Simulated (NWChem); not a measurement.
System: C₂H₂ClF; SMILES F/C=C\Cl

The following NWChem deck was run.

```
start job
memory heap 200 mb stack 900 mb global 1100 mb
geometry units angstroms noautosym nocenter noautoz
  F      0.730700     1.641785     0.000000
  C     -0.532560     1.204502     0.000000
  C     -0.862277    -0.082854     0.000000
  Cl     0.307992    -1.364978     0.000000
  H     -1.269100     2.002081     0.000000
  H     -1.897912    -0.397188     0.000000
end
basis spherical
  * library def2-svp
end
dft
  xc b3lyp
  iterations 150
  mulliken
end
task dft energy
esp
  recalculate
  probe 0.07
  range 0.3
  factor 1.0
  spacing 0.02
end
task esp
```

Excerpt of the output:

```
             Northwest Computational Chemistry Package (NWChem) 7.3.0
             --------------------------------------------------------

                             Geometry "geometry" -> ""
                             -------------------------

 Output coordinates in angstroms (scale by  1.889725989 to convert to a.u.)

  No.       Tag          Charge          X              Y              Z
 ---- ---------------- ---------- -------------- -------------- --------------
    1 F                    9.0000     0.73070000     1.64178500     0.00000000
    2 C                    6.0000    -0.53256000     1.20450200     0.00000000
    3 C                    6.0000    -0.86227700    -0.08285400     0.00000000
    4 Cl                  17.0000     0.30799200    -1.36497800     0.00000000
    5 H                    1.0000    -1.26910000     2.00208100     0.00000000
    6 H                    1.0000    -1.89791200    -0.39718800     0.00000000

 Effective nuclear repulsion energy (a.u.)     144.6116706892

                                 NWChem DFT Module
                                 -----------------

 Summary of "ao basis" -> "ao basis" (spherical)
 ------------------------------------------------------------------------------
       Tag                 Description            Shells   Functions and Types
 ---------------- ------------------------------  ------  ---------------------
 F                          def2-svp                 6       14   3s2p1d
 C                          def2-svp                 6       14   3s2p1d
 Cl                         def2-svp                 8       18   4s3p1d
 H                          def2-svp                 3        5   2s1p

            General Information
            -------------------
          SCF calculation type: DFT
          Wavefunction type:  closed shell.
          No. of atoms     :     6
          No. of electrons :    40
           Alpha electrons :    20
            Beta electrons :    20
          Charge           :     0
          Spin multiplicity:     1
          Use of symmetry is: off; symmetry adaption is: off
          Maximum number of iterations: 150
          AO basis - number of functions:    70
                     number of shells:    32
          Convergence on energy requested:  1.00D-06
          Convergence on density requested:  1.00D-05
          Convergence on gradient requested:  5.00D-04

              XC Information
              --------------
                         B3LYP Method XC Potential
                     Hartree-Fock (Exact) Exchange  0.200
                        Slater Exchange Functional  0.800 local
                    Becke 1988 Exchange Functional  0.720 non-local
              Lee-Yang-Parr Correlation Functional  0.810
                  VWN I RPA Correlation Functional  0.190 local

             Grid Information
             ----------------
          Grid used for XC integration:  medium
          Radial quadrature: Mura-Knowles
          Angular quadrature: Lebedev.
          Tag              B.-S. Rad. Rad. Pts. Rad. Cut. Ang. Pts.
          ---              ---------- --------- --------- ---------
          F                   0.50       49           9.0       434
          C                   0.70       49           8.0       434
          Cl                  1.00       88          10.0       590
          H                   0.35       45          10.0       434
          Grid pruning is: on
          Number of quadrature shells:   325
          Spatial weights used:  Erf1

      Superposition of Atomic Density Guess
      -------------------------------------

 Sum of atomic energies:        -634.86420964

      Non-variational initial energy
      ------------------------------

 Total energy =    -636.365713
 1-e energy   =   -1163.359223
 2-e energy   =     382.381839
 HOMO         =      -0.261633
 LUMO         =       0.061689

     ---------------------------------------------
      Total Density - Mulliken Population Analysis
     ---------------------------------------------

[...]

                     NWChem Electrostatic Potential Fit Module
                     -----------------------------------------

 Atom parameters

 Number of atoms is                                    6
 Number of basis functions is                         70

 Grid parameters

 Maximum number of grid points is                  29204
 Number of grid points is                          29203
 Grid range                                     0.300000 nm
 Grid spacing                                   0.020000 nm
 Probe radius                                   0.070000 nm
 Atom radius factor                             1.000000

 Atomic radii

    1    0.100000
    6    0.147000
    9    0.128000
   17    0.169000
 FASTESP  F
  using M.O. file = ./job.movecs

    Atom              Coordinates                           Charge

                                                  ESP

    1 F     0.073070    0.164179    0.000000   -0.145731
    2 C    -0.053256    0.120450    0.000000    0.147642
    3 C    -0.086228   -0.008285    0.000000   -0.171784
    4 Cl    0.030799   -0.136498    0.000000   -0.053905
    5 H    -0.126910    0.200208    0.000000    0.083592
    6 H    -0.189791   -0.039719    0.000000    0.140186
                                            ------------
                                                0.000000

 Dipole moment                                  0.845778

 Quadrupole moment Qxx                         -0.222101
                   Qyy                         -0.354754
                   Qzz                          0.576856

 RMS deviation kJ/mol                           0.083355

 RRMS %                                        35.380950
```

Level: B3LYP/def2-SVP. Coordinates come from a B3LYP/6-31G* (spherical d) optimisation. B3LYP is NWChem's, with the RPA form of VWN correlation.
